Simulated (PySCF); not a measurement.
Isomers of C3H10N2O3Si2, one GFN2-xTB conformer each. Single-point energies are computed at PBE0/pcSseg-1 (PySCF, gas phase, no added dispersion term), electronic only.

```
                       SMILES  GFN2-xTB relative energy (kJ/mol)
N[Si@@H]1N[SiH2]CO[C@@H]1OC=O                              116.6
 COC(=O)[Si@@H]1NC[Si@H](O)N1                                0.0
```

Conformers: `[NH2:1][Si@@H:2]1[NH:3][SiH2:4][CH2:5][O:6][C@@H:7]1[O:8][CH:9]=[O:10]` with H–N1–Si2–N3 -33° and -168°, O6–C7–O8–C9 -171°, C7–O8–C9–O10 2°, N1–Si2–N3–Si4 -76°, Si2–N3–Si4–C5 -9°, N3–Si4–C5–O6 -50°, Si4–C5–O6–C7 81°; `[CH3:1][O:2][C:3](=[O:4])[Si@@H:5]1[NH:6][CH2:7][Si@H:8]([OH:9])[NH:10]1` with C1–O2–C3–O4 0°, O2–C3–Si5–N6 37°, C7–Si8–O9–H -58°, C3–Si5–N6–C7 -146°, Si5–N6–C7–Si8 21°, N6–C7–Si8–O9 117°, C7–Si8–N10–Si5 -14°.

What does PBE0/pcSseg-1 give for the same structures?

| SMILES | PBE0/pcSseg-1 E (Eh) | PBE0/pcSseg-1 (kJ/mol) | GFN2-xTB (kJ/mol) | point group |
| --- | --- | --- | --- | --- |
| COC(=O)[Si@@H]1NC[Si@H](O)N1 | -1033.81390 | 0.0 | 0.0 | C1 |
| N[Si@@H]1N[SiH2]CO[C@@H]1OC=O | -1033.75663 | 150.4 | 116.6 | C1 |

Both levels put the same isomer lowest. As drawn, the lower has an O–H bond and an Si–O bond, which the higher lacks.

Which frontier levels, dipoles and rotational constants go with these structures?

```tsv
SMILES	HOMO (eV, PBE0/pcSseg-1)	LUMO (eV)	dipole (D)	A, B, C (MHz)
COC(=O)[Si@@H]1NC[Si@H](O)N1	-6.75	-0.66	2.47	1919, 530.6, 507.6
N[Si@@H]1N[SiH2]CO[C@@H]1OC=O	-7.09	-0.11	1.77	1781, 829.7, 659.4
```
